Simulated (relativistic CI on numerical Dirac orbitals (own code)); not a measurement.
# Se XIII: sensitivity of the levels to the model

Base calculation: Dirac-Coulomb-Breit CI, separate exchange-only KLI orbitals for each configuration, model QED, unscaled Slater integrals.

Configuration list (outside the closed core [Ne]): 3s2.3p6.3d4, 3s2.3p5.3d5, 3s.3p6.3d5, 3s2.3p6.3d3.4s, 3s2.3p6.3d3.4p, 3s2.3p6.3d3.4d, 3s2.3p6.3d3.4f, 3s2.3p6.3d2.4s.4p, 3s2.3p5.3d4.4s, 3s2.3p6.3d3.5s, 3p6.3d6, 3p5.3d7, 3s2.3p6.3d2.4s2, 3s2.3p6.3d.4s2.4p, 3s2.3p6.3d.4s2.4d, 3s2.3p6.3d.4s2.4f, 3s2.3p6.3d2.4p2, 3s2.3p6.3d.4s.4p2, 3s2.3p6.3d.4p3, 3s2.3p6.3d.4p2.4d, 3s2.3p6.3d.4p2.4f. Double excitations out of closed p, d and f shells are left out; levels of such configurations are missing from the list, as are those of other unlisted configurations, and high levels can miss mixing partners. These lack a partner that the ground configuration has and come out too high: 3s2.3p5.3d4.4s.

Variants: (1) valence Slater integrals scaled by 0.9; (2) only the first configuration; (3) only the first 3 configurations. Shifts of the energy above 3s2.3p6.3d4 5D_0, in cm⁻¹, for the lowest level and the first level of each name with at least 55 % of one term (blank where a level changes its place among those of its configuration and J or its character, or is not in the variant):

```csv
Level,Base,Δ(1),Δ(2),Δ(3)
3s2.3p6.3d4 5D_0,0.0,0.0,0.0,0.0
3s2.3p6.3d4 5D_1,1382.3,+74.4,-11.5,-6.4
3s2.3p6.3d4 5D_2,3657.7,+125.9,-13.5,-9.9
3s2.3p6.3d4 5D_3,6458.2,+124.8,-5.6,-6.6
3s2.3p6.3d4 5D_4,9565.7,+69.3,+5.3,+5.7
3s2.3p6.3d4 3P_0,49713.8,-5147.4,+1331.7,+527.7
3s2.3p6.3d4 3H_4,52494.1,-5203.8,-719.6,-78.2
3s2.3p6.3d4 3H_5,55761.1,-5065.4,-973.6,-124.2
3s2.3p6.3d4 3P_1,57043.7,-5113.8,+1075.2,+491.9
3s2.3p6.3d4 3H_6,58147.7,-5086.9,-1131.5,-131.9
3s2.3p6.3d4 3F_3,59878.5,-5542.8,+955.5,+142.4
3s2.3p6.3d4 3F_2,60837.5,-5440.6,+966.6,+240.0
3s2.3p6.3d4 3F_4,61920.1,-5313.3,+759.0,+113.9
3s2.3p6.3d4 3P_2,66466.3,-5306.0,+1180.1,+457.7
```

At this charge energies of transitions that change n are usually good to better than 1 %, and those within a shell (Δn = 0) to a few per cent. Terms inside the open d or f shell come out 10 to 20 % too wide with unscaled integrals.

Ionisation energy from the two ground configurations alone: base 382.657 eV; valence Slater integrals scaled by 0.9 382.356 eV. The NIST ASD value (theoretical) is 383 eV.
